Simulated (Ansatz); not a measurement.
System: sum formula H4BN2O (charge 0, doublet). It need not be the lowest isomer of its formula. 
Geometry from a B3LYP-D3(BJ)/def2-TZVP (Ansatz, an electronic-structure program) optimisation:
SMILES: [NH]B(N)O
```xyz
8

N      1.3412    -0.6311     0.0398
B      0.0271     0.0041     0.0042
N     -1.1715    -0.7220     0.1589
O     -0.0551     1.3534    -0.2691
H      1.5759    -1.0922     0.9198
H     -2.0629    -0.3170    -0.0731
H     -1.2010    -1.7076     0.3466
H      0.8057     1.7413    -0.4526
```
Charge 0, spin multiplicity 2.

Basis-set convergence of Hartree-Fock and CCSD(T) correlation energies (hartree) with Ansatz. Valence correlation only, unless marked. Open shells are spin-unrestricted. Spin-orbit coupling is left out. Non-relativistic.

| basis | functions | E(HF) | E(corr, CCSD(T)) |
|---|---|---|---|
| aug-cc-pVDZ | 128 | -210.89713 | -0.65361 |
| aug-cc-pVTZ | 276 | -210.94971 | -0.78727 |
| aug-cc-pVQZ | 504 | -210.96315 | -0.82880 |

Extrapolating the two largest sets (X = 3 and 4) as X^-3: E(corr) = (64·(-0.82880) - 27·(-0.78727))/37 = -0.8591 Eh, an estimate of the basis-set limit. The largest set recovers 96.5 % of it, the smallest 76.1 %.
